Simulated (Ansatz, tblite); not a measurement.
Removing and adding an electron: (CdS)2 ring (Cd₂S₂). Total charge 0; singlet. Geometry: r2SCAN-D4/def2-SVP. Ansatz, gas phase; energy differences of separate SCF runs; the oxidised species was run as a doublet alone; the reduced species was run as a doublet alone.

| atom | x (Å) | y (Å) | z (Å) |
| --- | --- | --- | --- |
| Cd1 | 0.1955 | -0.7445 | -1.1537 |
| S2 | 1.6816 | -0.8023 | 0.8026 |
| Cd3 | -0.1955 | 0.7445 | 1.1537 |
| S4 | -1.6816 | 0.8023 | -0.8026 |

In the def2 sets Cd takes a core potential; there is no spin–orbit coupling. The xTB rows come from tblite.

| level | −HOMO (eV) | vertical IE (eV) | −LUMO (eV) | vertical EA (eV) | HOMO–LUMO gap (eV) | IE − EA (eV) |
| --- | --- | --- | --- | --- | --- | --- |
| GFN1-xTB | 9.72 | 12.48 | 7.50 | 5.29 | 2.22 | 7.19 |
| GFN2-xTB | 10.11 | 13.14 | 8.23 | 5.36 | 1.88 | 7.79 |
| r2SCAN-D4/def2-TZVPD | 5.60 | – | 4.04 | 2.17 | 1.56 | – |
| PBE0-D4/def2-TZVPD | 6.43 | – | 3.46 | 2.02 | 2.97 | – |

Question: Estimate the rows for PBE-D4/def2-TZVP, PBE-D4/def2-TZVPD, r2SCAN-D4/def2-TZVP, PBE0-D4/def2-TZVP.

Answer: 
```csv
level,−HOMO (eV),vertical IE (eV),−LUMO (eV),vertical EA (eV),HOMO–LUMO gap (eV),IE − EA (eV),remarks
PBE-D4/def2-TZVP,5.36,8.01,4.15,–,1.22,–,–
PBE-D4/def2-TZVPD,5.43,–,4.19,2.08,1.24,–,HOMO above zero (-1 doublet)
r2SCAN-D4/def2-TZVP,5.56,8.07,4.01,–,1.55,–,–
PBE0-D4/def2-TZVP,6.38,8.16,3.43,–,2.95,–,–
```

   A HOMO above zero means that the electron is unbound at that level or that self-interaction error raises the level; the energy of removing that electron tells which. Raw xTB energy differences between charge states are shifted by several eV; the methods need an empirical correction for them.
